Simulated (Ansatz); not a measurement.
C₂H₅GaS, SMILES `[CH3][Ga]1[CH2][S]1`. Charge 0, multiplicity 1. Correlated methods include outer-core shells of Ga, which these sets cover unevenly. Scalar relativity is left out up to krypton.

```json
{"atom": "C1", "x (Å)": "-1.1484", "y (Å)": "-1.1989", "z (Å)": "-0.8517"}
{"atom": "Ga2", "x (Å)": "-0.0520", "y (Å)": "0.1219", "z (Å)": "0.0417"}
{"atom": "C3", "x (Å)": "1.4328", "y (Å)": "1.0466", "z (Å)": "0.8615"}
{"atom": "S4", "x (Å)": "-0.1235", "y (Å)": "2.1129", "z (Å)": "0.9157"}
{"atom": "H5", "x (Å)": "-1.5374", "y (Å)": "-0.7717", "z (Å)": "-1.7773"}
{"atom": "H6", "x (Å)": "-0.5814", "y (Å)": "-2.1006", "z (Å)": "-1.0796"}
{"atom": "H7", "x (Å)": "-1.9941", "y (Å)": "-1.4536", "z (Å)": "-0.2111"}
{"atom": "H8", "x (Å)": "1.7842", "y (Å)": "0.7631", "z (Å)": "1.8493"}
{"atom": "H9", "x (Å)": "2.2198", "y (Å)": "1.4803", "z (Å)": "0.2515"}
```

Question: Give the diagnostics of a CCSD(T)/def2-TZVPP run (frozen core, the Gaussian-basis code of Ansatz). (Estimate.)

Answer: The calculation gave: T1 = 0.0138, largest single amplitude 0.035, largest double 0.028, (T) share of the correlation energy 4.5 %, 10 CCSD cycles. The RHF solution is stable towards an unrestricted one. T1 lies under the customary mark of 0.02 for closed shells.
